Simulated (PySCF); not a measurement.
## Electron correlation in P²⁺ (phosphorus, charge +2)

[Ne] 3s2 3p1, 2P determinant. Calculation: PySCF 2.14, in def2-SVP (4s3p1d, 18 functions); no relativity, point nucleus. Frozen: [Ne]; 3 electrons correlated.

MP2 pair energies summed by pair of shells (mhartree):

```csv
pair,energy,share (%)
3s-3s,-22.84,58.1
3s-3p,-16.50,41.9
```

Total MP2 correlation energy: -39.34 mhartree.

Same-spin part -2.32 and opposite-spin part -37.02 mhartree; SCS-MP2 scales them by 1/3 and 6/5 to -45.20 mhartree.

```
  level  correlation energy (mhartree)
   CCSD                         -58.92
    (T)                          -0.65
CCSD(T)                         -59.57
```

Diagnostics: T1 = 0.0099, D1 = 0.0228, largest double amplitude 0.110.

Cost of the coupled-cluster step: 0.13 s of wall time on 1 thread of Neoverse-N1 (shared host), for 3 correlated electrons.
